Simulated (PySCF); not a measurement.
# A small calculation by hand: oscillator strength and radiative lifetime

C₄H₇BF₂, SMILES FB1CCC[C@H]1F.

The structure is a stationary point at PBE-D3(BJ)/def2-SVP. The structure was generated by enumeration; whether it is a known compound was not checked. One conformer was computed; it need not be the lowest.

TDA-LC-ωPBE/def2-SVPD (PySCF 2.14.0) puts the first singlet state with f over 0.02 at 8.52 eV (vertical), with the transition dipole (0.238, -0.132, -0.211) in atomic units.

Question: Find the oscillator strength, the wavelength and the radiative lifetime that this transition would have in vacuum if emission retraced absorption.

Answer: 
|μ|² = 0.1186 au, so |μ| = 0.88 D. ΔE = 8.52/27.211 = 0.3131 hartree. f = (2/3) ΔE |μ|² = 0.025 (the program prints 0.025).
λ = 1239.84/8.52 = 146 nm; ν = 68718 cm⁻¹.
Einstein's coefficient A = 0.6670 ν² f s⁻¹ (ν in cm⁻¹) = 7.8e7 s⁻¹, so τ = 1/A = 13 ns. This state is S4; the lower singlets have f = 0.000, 0.002, 0.012. The figure is the radiative limit of this one transition; relaxation, internal conversion, crossing to triplets and a medium change what is measured.
